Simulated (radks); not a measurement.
Results of a calculation; reference values are marked as such.
Initial-state core-level shifts of neutral samarium when its valence configuration changes from [Xe] 4f6 6s2. Level of theory: scalar-relativistic Kohn-Sham, r2SCAN, spin-polarised, spherical densities, finite nucleus; open shells are filled with parallel spins first (spin-orbit coupling, left out, can overturn this in heavy ions); meta-GGA in the generalised Kohn-Sham scheme; Fermi nuclear charge, rms radius 5.0819 fm (a radial shooting solver on a logarithmic mesh with Libxc functionals). Shifts are changes of the shell-averaged eigenvalues in eV (positive: less bound); the change of the density at the nucleus, which sets a Mossbauer isomer shift, is in e/bohr^3, on a base of 5.565e+05.

valence,1s,3s,3d,4d,density at nucleus
4f6 6s1 6p1,-0.927,-0.928,-0.928,-0.921,-16.39
4f6 5d1 6s1,+1.398,+1.365,+1.374,+1.454,-18.85
4f6 6p2,-2.148,-2.114,-2.116,-2.125,-36.53
4f6.5 6s1.5,+3.454,+4.000,+3.971,+3.739,-23.49
4f5 6s2 6p1,-9.920,-11.437,-11.359,-10.478,+44.07
4f4 6s2 6p2,-21.265,-24.722,-24.549,-22.239,+97.14
4f6 6s0.5 6p1.5,-1.550,-1.534,-1.535,-1.535,-26.51
4f6 6s1.5 6p0.5,-0.556,-0.552,-0.553,-0.551,-8.57
